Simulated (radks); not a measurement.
Spherical quantum dot in the effective-mass picture: electrons in a hard-walled sphere of radius 11, with a point charge +2 (a donor) at the centre, all in effective atomic units (hartree* = m*/eps^2 hartree, bohr* = eps/m* bohr), one dielectric constant everywhere. Method: non-relativistic Kohn-Sham, LDA (Slater exchange, Perdew-Wang correlation), spin-polarised, spherical densities; computed with a radial shooting solver with Libxc functionals. Levels are named by radial order and angular momentum (1s, 1p, 1d, 2s, ...), and open shells are averaged over m.

N = 27, configuration 1s2 1p6 1d10 2s2 1f(up 7, down 0). This is the lowest configuration that the search found (a dilute case). Occupied and some empty levels:

level,occupation,eigenvalue (hartree*),<r> (bohr*)
1s down,1,2.3833,0.9619
1s up,1,2.3833,0.9619
2s up,1,2.6586,8.532
1p up,3,2.6732,8.572
2s down,1,2.6794,8.501
1p down,3,2.6942,8.545
1d up,5,2.7020,8.639
1d down,5,2.7232,8.620
1f up,7,2.7441,8.713
1f down,0,2.7656,8.700
1g up,0,2.7989,8.789
1g down,0,2.8206,8.781
2p up,0,2.9668,5.794
2p down,0,2.9740,5.718
2d up,0,3.0410,6.467
2d down,0,3.0505,6.420

Energy (hartree*): total 32.1865, kinetic 8.0907, external -12.531, Hartree 41.977, exchange-correlation -5.3504.

Electron density:

r (bohr*),n(r) (e/bohr*^3)
0.335,0.9608
0.881,0.1431
1.43,0.02592
1.97,0.005299
2.52,0.001193
3.07,0.0003340
3.61,0.0001898
4.16,0.0002515
4.71,0.0004439
5.25,0.0008048
5.80,0.001423
6.34,0.002411
6.89,0.003865
7.44,0.005771
7.98,0.007830
8.53,0.009325
9.08,0.009229
9.62,0.006909
10.2,0.003195
10.7,0.0003973
